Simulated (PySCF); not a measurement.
# Nuclear quadrupole coupling in `C#C[C@@H]1S[SiH2]C12CCC2`

C₇H₁₀SSi.
Numbering: `[CH:1]#[C:2][C@@H:3]1[S:4][SiH2:5][C:6]12[CH2:7][CH2:8][CH2:9]2` (hydrogens: H10 on C1; H11 on C3; H12, H13 on Si5; H14, H15 on C7; H16, H17 on C8; H18, H19 on C9)

Structure used (GFN2-xTB), in Å, numbered top down from 1:
```
atom  x, y, z in Å
C1     2.8180   -1.3359    0.9371
C2     2.1743   -0.6647    0.1817
C3     1.3993    0.1808   -0.6810
S4     1.9654    1.9591   -0.5346
Si5   -0.0503    2.1449    0.1797
C6    -0.0900    0.2999   -0.2950
C7    -1.1301   -0.1557   -1.3350
C8    -1.9310   -0.8137   -0.2057
C9    -0.6937   -0.7126    0.6942
H10    3.3871   -1.9399    1.5787
H11    1.5432   -0.1170   -1.7230
H12   -0.1349    2.4202    1.6075
H13   -0.8731    3.0179   -0.6460
H14   -1.6334    0.6239   -1.9057
H15   -0.7216   -0.8913   -2.0287
H16   -2.3095   -1.8157   -0.3986
H17   -2.7492   -0.1852    0.1418
H18   -0.8538   -0.3637    1.7132
H19   -0.1263   -1.6422    0.7271
```

Field gradients from the PBE0/pcSseg-1 density (PySCF, non-relativistic), principal values in atomic units, ordered |Vxx| ≤ |Vyy| ≤ |Vzz|:

```
atom     Vxx     Vyy      Vzz
  S4  0.0182  2.2839  -2.3021
```

**Question.** Find the asymmetry η = (Vxx − Vyy)/Vzz and the couplings χ = eQV/h (234.96 MHz × Q in barn × V in au), with Q(33S) = −0.0678 b.

**Answer.** 
```json
{"atom": "S4", "environment": "sulfur bonded to C and Si", "nucleus": "33S", "η": "0.98", "χzz (MHz)": "36.67", "χxx (MHz)": "-0.29", "χyy (MHz)": "-36.38"}
```

At S4 η is above 0.9: Vyy and Vzz are nearly equal in size and opposite in sign, so a small change could swap them and flip the sign of χzz. 

**Question.** What is Vzz at S4 in SI units (1 au = 9.71736 × 10²¹ V/m²)?

**Answer.** -2.3021 au = -22.370 × 10²¹ V/m².

Were the hydrogens deuterons (Q(2H) = 0.00286 b), χzz would run from 111 kHz (H12 and H13) to 267 kHz (H10).

Isolated species at its GFN2-xTB geometry, gas phase. GFN2-xTB bond lengths can be off by several hundredths of an ångström, more for odd bonds, and the gradients follow them. With so small a basis the couplings can be 20 % off.

These values come from a run that also computed NMR shieldings. On an Arm Neoverse V2 with one thread (shared host), this took 39 s of wall time and 1.0 GiB of memory at its peak.
